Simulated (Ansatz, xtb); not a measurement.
**Two isomers of C5H3ClO**

We compare X, `O=C=C1C=C[C@@H]1Cl`, a singlet, with Y, `C=CC1=C(Cl)C1=O`, a singlet. Both are isolated molecules in the gas phase, relaxed with B3LYP/def2-SVP; each stands in its lowest conformer found.

Problem. Which of the two would you expect CCSD(T)/def2-SVP + ΔMP2/def2-TZVPP electronic energies to favour?

Solution. Structure X; the calculation gives E(Y) − E(X) = +0.255 eV.

Level by level:

```json
{"level": "GFN2-xTB", "geometry": "GFN2-xTB", "E(Y) − E(X) (eV)": "+0.568", "departure from the last row (eV)": "+0.313", "job, with rough time for the two": "optimisation, 0.18 s"}
{"level": "HF/STO-3G", "geometry": "GFN2-xTB", "E(Y) − E(X) (eV)": "+1.025", "departure from the last row (eV)": "+0.769", "job, with rough time for the two": "single point, 0.99 s"}
{"level": "r2SCAN-D4/def2-SVP", "geometry": "GFN2-xTB", "E(Y) − E(X) (eV)": "+0.157", "departure from the last row (eV)": "−0.098", "job, with rough time for the two": "single point, 4.9 s"}
{"level": "B3LYP/def2-SVP", "geometry": "B3LYP/def2-SVP", "E(Y) − E(X) (eV)": "+0.148", "departure from the last row (eV)": "−0.108", "job, with rough time for the two": "optimisation, 43 s"}
{"level": "HF/def2-SVP", "geometry": "B3LYP/def2-SVP", "E(Y) − E(X) (eV)": "+0.106", "departure from the last row (eV)": "−0.149", "job, with rough time for the two": "part of the CCSD(T) run"}
{"level": "MP2/def2-SVP", "geometry": "B3LYP/def2-SVP", "E(Y) − E(X) (eV)": "+0.247", "departure from the last row (eV)": "−0.008", "job, with rough time for the two": "part of the CCSD(T) run"}
{"level": "CCSD(T)/def2-SVP", "geometry": "B3LYP/def2-SVP", "E(Y) − E(X) (eV)": "+0.241", "departure from the last row (eV)": "−0.015", "job, with rough time for the two": "single point"}
{"level": "CCSD(T)/def2-SVP + ΔMP2/def2-TZVPP", "geometry": "B3LYP/def2-SVP", "E(Y) − E(X) (eV)": "+0.255", "departure from the last row (eV)": "", "job, with rough time for the two": "single point, 59 s"}
```

As drawn, both hold the same kinds of bond in the same numbers. Structure X has a 4-membered ring, Y a 3-membered ring.

None of the levels shown reverses the order. The largest departure from CCSD(T)/def2-SVP + ΔMP2/def2-TZVPP is that of HF/STO-3G, 0.769 eV. The last row adds to CCSD(T) the change of the MP2 difference between the two basis sets, here +0.015 eV.

With thermal terms from frequencies at re-optimised GFN2-xTB minima (ideal gas, soft modes damped towards free rotors, one conformer each, 298.15 K, 1 atm): the zero-point term adds −0.032 eV; ΔH is +0.239 and ΔG +0.199 eV.

The correlated steps freeze 11 core orbitals. Mirror images aren't counted in ΔG. Codes used: Ansatz 0.2.0, xtb 6.7.1; the last row on 2 threads of Arm Neoverse V1 on a shared host.
